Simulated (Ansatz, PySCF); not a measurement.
Pulling on the Si1–H4 bond in C2H4Si (SMILES C#C[SiH3]) (multiplicity 1 held, fragments rigid). Energies count from the point at 1.479 Å.
Geometry at that point (charge 0, multiplicity 1):
```xyz
7

Si    -0.94558    -0.07811    -0.46973
C      0.68460     0.05655     0.34009
C      1.76131     0.14550     0.87496
H     -1.05376     0.95013    -1.52668
H     -1.08493    -1.42239    -1.06941
H     -2.01018     0.12954     0.53507
H      2.71147     0.22399     1.34697
```

R- and RO- levels are restricted; in cc, def2 and unpolarised 6-31G sets they are followed outwards from rest. U- levels take the lowest unrestricted solution at each point, which mixes spins at long bonds. Active spaces are followed from a long bond inwards. Levels need not reach the same state.

Cores are frozen in the correlated methods. Rows in 3-21G, 6-31G* carry no dispersion term and start afresh at each structure (6-31G* with six Cartesian d functions). MP2/6-31G* freezes PySCF's default core.

The values were computed with Ansatz (a quantum-chemistry and plane-wave program); PySCF for 3-21G rows, 6-31G* rows. Each number belongs to the level named beside it.

```tsv
level	energy at R = 4.731 Å (kJ/mol)
R-HF/3-21G	733.5
U-HF/6-31G*	314.9
R-HF/cc-pV(T+d)Z	715.8
R-wB97X-V/cc-pV(T+d)Z	[?]
R-MP2/6-31G*	[?]
U-MP2/cc-pV(T+d)Z	399.1
U-CCSD/cc-pV(T+d)Z	396.5
FIC-NEVPT4(SD) on CASSCF(2,2)/cc-pV(T+d)Z	394.7
FIC-MRCISD+Q on CASSCF(2,2)/cc-pV(T+d)Z	397.0
```

### Question
Some entries are withheld; supply them.

### Answer

- R-wB97X-V/cc-pV(T+d)Z, energy at R = 4.731 Å (kJ/mol): 659.3
- R-MP2/6-31G*, energy at R = 4.731 Å (kJ/mol): 491.6

Doubts at one or more of the structures used: a restricted determinant that unrestricted orbitals would lower (R-HF/3-21G, R-HF/cc-pV(T+d)Z, R-wB97X-V/cc-pV(T+d)Z, R-MP2/6-31G*); a spin-contaminated determinant (U-HF/6-31G*, U-MP2/cc-pV(T+d)Z, U-CCSD/cc-pV(T+d)Z).
